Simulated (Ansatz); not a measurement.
Energy needed to pull apart C3H2Se (SMILES [Se]=c1cc1), closed shell, into free ground-state atoms, from the structure below (displaced at random from a GFN2-xTB minimum); no zero-point or spin–orbit terms; open-shell atoms are treated unrestricted, in their ground-state multiplicity.

```
6
angstrom
Se -1.2931 -0.8081 1.8516
C -0.3016 -0.0445 0.6658
C 1.0117 -0.2172 -0.1812
C -0.1357 0.4494 -0.6240
H 1.9044 -0.3594 -0.4028
H -0.7651 1.1606 -1.4189
```

Ansatz 0.2.0; basis: def2-TZVPP; cores frozen in the correlated methods. Filled d shells of the heavier atoms are correlated. The def2 sets are not built for correlating such inner shells, so the correlated values are less sure here.

```csv
method,atomization energy (kJ/mol)
PBE-D4,2472
BLYP-D4,2363
r2SCAN-D4,2361
PBE0-D4,?
CAM-B3LYP-D4,2315
wB97M-V,2324
HF,?
MP2,2338
CCSD,2173
CCSD(T),2248
```

(1) What does PBE0-D4 give? (To be estimated.)

(2) What does HF give? (An estimate is asked for; the value comes from the calculation.)

The T1 diagnostic stays at or below 0.020.

## Answers

(1) The calculation gives: 2378 kJ/mol, which is about 130 kJ/mol more than CCSD(T)/def2-TZVPP.

(2) Computed: 1515 kJ/mol, which is about 733 kJ/mol less than CCSD(T)/def2-TZVPP.

In triple zeta the MP2 and coupled-cluster atomization energies are still short of their basis limit by a few kcal/mol a bond, whereas those of the functionals are nearly converged, so these differences are not deviations from converged CCSD(T).

For scale, one of the runs: CCSD(T)/def2-TZVPP forces, 169 basis functions (an equivalent command: `ansatz run in.yaml --threads 4`). Time: 2.7 min of wall clock on 4 CPU threads; the host was shared. Peak host memory: 2.7 GiB.
